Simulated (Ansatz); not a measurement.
Computed with Ansatz on PBE0-D4/def2-TZVP structures; ΔE is electronic, products minus reactants. CCSD(T)/CBS is the MP2 limit (def2-TZVPP, def2-QZVPP) plus CCSD(T) − MP2 in def2-TZVPP, frozen cores. Functionals use def2-TZVPP. Elements past krypton have def2 core potentials. For Te outer-core shells are correlated without core-valence functions, which leaves a few kJ/mol of doubt a bond. Each species was taken in one conformer, which may not be the lowest.

Reaction (redistribution): `OC([SiH3])[TeH]` + `NC(F)[SiH2]Cl` → `NC([SiH3])[SiH2]Cl` + `OC(F)[TeH]`

(1) Is it downhill or uphill in electronic energy at CCSD(T)/CBS, and by how much? (Best estimate.)

(2) What do these levels give: r2SCAN-D4, PBE, r2SCAN, PBE0, SCS-MP2/def2-QZVPP, CCSD/CBS(def2)? (An estimate is asked.)

Largest T1 diagnostic among the species: 0.012.

## Answers

(1) Computed: Downhill: ΔE = -0.06 eV.

(2) Ansatz gave: r2SCAN-D4 -0.11, PBE -0.07, r2SCAN -0.11, PBE0 -0.09, SCS-MP2/def2-QZVPP -0.06, CCSD/CBS(def2) -0.06 eV.

In def2-TZVPP, CCSD(T) changes the Hartree–Fock value by −0.05 eV (the triples alone add −0.01 eV) and MP2 by −0.04 eV. The D4 term adds −0.04 eV with B3LYP and −0.02 eV with PBE0; it sums over pairs of atoms, weighted by their polarisabilities, and B3LYP, whose exchange is more repulsive, gets the larger term.

B3LYP here is the variant with VWN-RPA as its local correlation; programs differ in this.
